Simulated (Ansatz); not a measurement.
Ansatz (a quantum-chemistry and plane-wave program) input (revPBE/def2-TZVPD):

Ansatz 0.2 input:
```yaml
crystal:
  periodic: [false, false, false]
  atoms:
    - {symbol: C, position_ang: [-1.66400561, -0.21726526, -0.15197177]}
    - {symbol: C, position_ang: [-1.27333461, 0.88594890, 0.77678420]}
    - {symbol: C, position_ang: [0.24284290, 1.02690266, 0.54897748]}
    - {symbol: C, position_ang: [0.70539390, -0.38286138, 0.14575971]}
    - {symbol: C, position_ang: [2.06223990, -0.42940678, -0.53994758]}
    - {symbol: C, position_ang: [-0.46616797, -0.90646875, -0.71271992]}
    - {symbol: H, position_ang: [-2.68555501, -0.48047759, -0.38740938]}
    - {symbol: H, position_ang: [-1.48044933, 0.61715892, 1.82416430]}
    - {symbol: H, position_ang: [-1.81994116, 1.81723455, 0.59667501]}
    - {symbol: H, position_ang: [0.77629543, 1.41196050, 1.41927289]}
    - {symbol: H, position_ang: [0.42806668, 1.71574042, -0.28140206]}
    - {symbol: H, position_ang: [0.74828307, -0.99385122, 1.05470689]}
    - {symbol: H, position_ang: [2.85020910, -0.04288695, 0.11028864]}
    - {symbol: H, position_ang: [2.05443593, 0.17497127, -1.45109398]}
    - {symbol: H, position_ang: [2.33261673, -1.45022636, -0.81926801]}
    - {symbol: H, position_ang: [-0.30256172, -0.63196309, -1.76800273]}
    - {symbol: H, position_ang: [-0.54321095, -1.99875702, -0.69922424]}
basis:
  gaussian:
    orbitals: def2-TZVPD
hamiltonian:
  xc: {name: revPBE}
magnetization: {spin_polarized: true, initial_magnetization: 1}
output: {forces: true}
```

Output:

```
Functional definition: revPBE
integrals: 0.29 GiB planned
1605 factors; their error is unknown
0.52 GiB of the device are held for the grids
1.99 GiB of device memory are held for the factors and their scratch space
mean field: 2.68 GiB planned
mean field evaluation 1: about -6380.9591 eV, gradient 6.3e1 eV
mean field evaluation 2: about -6316.7854 eV, gradient 1.3e2 eV
mean field evaluation 4: about -6400.1182 eV, gradient 1.1e1 eV
mean field evaluation 8: about -6400.6073 eV, gradient 3.2e-1 eV
mean field evaluation 16: about -6400.5257 eV, gradient 1.1e-2 eV
mean field -6400.52568160 eV, -235.2149803669 hartree, gradient 6.7e-5 eV, S^2 0.754223; 0 other end points of the search recorded, 0 dependent functions left out
the calculation of the forces begins
reference -6400.52574842 eV, -235.2149828221 hartree; 24, 23 occupied and 297, 298 virtual orbitals, 1605 factors
Total energy: -6400.52574842 eV, -235.2149828221 hartree
Atom 0 at    -1.664006    -0.217265    -0.151972 Å, force     0.042985     0.014851     0.013492 eV/Å
Atom 1 at    -1.273335     0.885949     0.776784 Å, force     0.020734    -0.033897    -0.067157 eV/Å
Atom 2 at     0.242843     1.026903     0.548977 Å, force    -0.056447    -0.026798     0.030060 eV/Å
Atom 3 at     0.705394    -0.382861     0.145760 Å, force     0.041637     0.035528    -0.072911 eV/Å
Atom 4 at     2.062240    -0.429407    -0.539948 Å, force    -0.001461    -0.014905     0.023420 eV/Å
Atom 5 at    -0.466168    -0.906469    -0.712720 Å, force    -0.065919     0.030256     0.068380 eV/Å
Atom 6 at    -2.685555    -0.480478    -0.387409 Å, force    -0.332362    -0.085547    -0.075424 eV/Å
Atom 7 at    -1.480449     0.617159     1.824164 Å, force    -0.075711    -0.055007     0.313708 eV/Å
Atom 8 at    -1.819941     1.817235     0.596675 Å, force    -0.174846     0.278326    -0.030874 eV/Å
Atom 9 at     0.776295     1.411960     1.419273 Å, force     0.157855     0.126851     0.255207 eV/Å
Atom 10 at     0.428067     1.715740    -0.281402 Å, force     0.052260     0.212806    -0.220870 eV/Å
Atom 11 at     0.748283    -0.993851     1.054707 Å, force     0.015677    -0.184100     0.263768 eV/Å
Atom 12 at     2.850209    -0.042887     0.110289 Å, force     0.236929     0.098120     0.166693 eV/Å
Atom 13 at     2.054436     0.174971    -1.451094 Å, force     0.026833     0.157820    -0.253905 eV/Å
Atom 14 at     2.332617    -1.450226    -0.819268 Å, force     0.099185    -0.277432    -0.081703 eV/Å
Atom 15 at    -0.302562    -0.631963    -1.768003 Å, force     0.040284     0.051555    -0.312231 eV/Å
Atom 16 at    -0.543211    -1.998757    -0.699224 Å, force    -0.027632    -0.328427    -0.019653 eV/Å
Dipole moment:     0.039498    -0.000864     0.025949 e Å
```

It need not be the lowest isomer of its formula.
